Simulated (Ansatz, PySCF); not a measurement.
Caution: the restricted solution is unstable towards spin-unrestricted or complex orbitals, so a lower solution exists and this singlet may not be the ground state. This singlet lies 0.46 eV below the relaxed triplet at the level frozen-core CCSD(T)/cc-pVTZ // PBE0-D3(BJ)/def2-TZVP (Ansatz, a first-principles code); other levels give the other order.

```xyz
7

O      1.7623    -0.1124    -0.1070
C      0.6823    -0.8203     0.0633
Si    -0.9054     0.2540     0.0284
H      2.5357    -0.6990    -0.0813
H     -1.5658    -0.0122     1.3341
H     -1.7333    -0.3372    -1.0565
H     -0.7759     1.7271    -0.1810
```

Charge 0, multiplicity 1.

Q: Give the Mulliken and meta-Löwdin atomic charges from PBE-D3(BJ)/def2-TZVP // PBE0-D3(BJ)/def2-TZVP in PySCF.

A: 
```json
[
 {"atom": "O1", "Mulliken (e)": "-0.19", "meta-Löwdin (e)": "-0.29"},
 {"atom": "C2", "Mulliken (e)": "-0.23", "meta-Löwdin (e)": "-0.24"},
 {"atom": "Si3", "Mulliken (e)": "0.14", "meta-Löwdin (e)": "0.38"},
 {"atom": "H4", "Mulliken (e)": "0.35", "meta-Löwdin (e)": "0.37"},
 {"atom": "H5", "Mulliken (e)": "-0.02", "meta-Löwdin (e)": "-0.06"},
 {"atom": "H6", "Mulliken (e)": "-0.02", "meta-Löwdin (e)": "-0.06"},
 {"atom": "H7", "Mulliken (e)": "-0.04", "meta-Löwdin (e)": "-0.10"}
]
```
